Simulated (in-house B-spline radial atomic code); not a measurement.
PBEsol excitations of Pd

Method: PBEsol. Computed with an all-electron radial atomic-structure program (B-spline basis): linear response of the closed shell [Kr] 4d10 with the functional's adiabatic kernel; non-relativistic, point nucleus, no spin-orbit coupling, no double excitations, S, P, D and F terms only; shells from n = 2 respond. Only terms of natural parity with L up to 3 were computed.

Without relativity these are model numbers for so heavy an element.

Command:
```bash
python run_td.py task.json out
```
Settings (radii: box in bohr, nucleus in fm):
```
Z                        46
electrons                46
configuration            [Kr] 4d10
hamiltonian              nr
method                   pbesol
box_radius               75
intervals                61
```

Run time, properties included: 5 s on 1 thread of Arm Neoverse N1 (shared host).

The lowest states, in the order of their Tamm-Dancoff energies; the method's threshold (minus the highest occupied level) is 4.111 eV. Labels give the largest channel, * marks a mixed state, and oscillator strengths are full-response dipole values. Semilocal kernels can invert the small singlet-triplet splittings of Rydberg terms. Energies in eV:

| state | full response | Tamm-Dancoff | oscillator strength |
| --- | --- | --- | --- |
| 4d → 5s 3D | 0.953 | 1.024 | - |
| 4d → 5s 1D | ? | ? | - |
| 4d → 5p 3P | ? | ? | - |
| 4d → 5p 3F | 3.785 | 3.798 | - |
| 4d → 5p 1F | 3.863 | 3.866 | - |

Problem. Where does 4d → 5s 1D lie?

Solution. At 1.455 eV in full response, 1.477 eV in Tamm-Dancoff.

Problem. Where does 4d → 5p 3P lie?

Solution. At 3.724 eV in full response, 3.747 eV in Tamm-Dancoff.

Problem. How large is the singlet-triplet splitting of 4d → 5s (D terms) in Tamm-Dancoff?

Solution. 0.453 eV, from the unrounded values.

Problem. What polarisabilities and dispersion coefficient does the method give?

Solution. Dipole 28.96 bohr³, quadrupole 485.8 bohr⁵, C6 207.4 hartree·bohr⁶ for two such species. Recommended dipole value: 26.14 ± 0.1 bohr³ (Schwerdtfeger and Nagle, table of static dipole polarizabilities (2023 update)), which includes relativity and correlation.
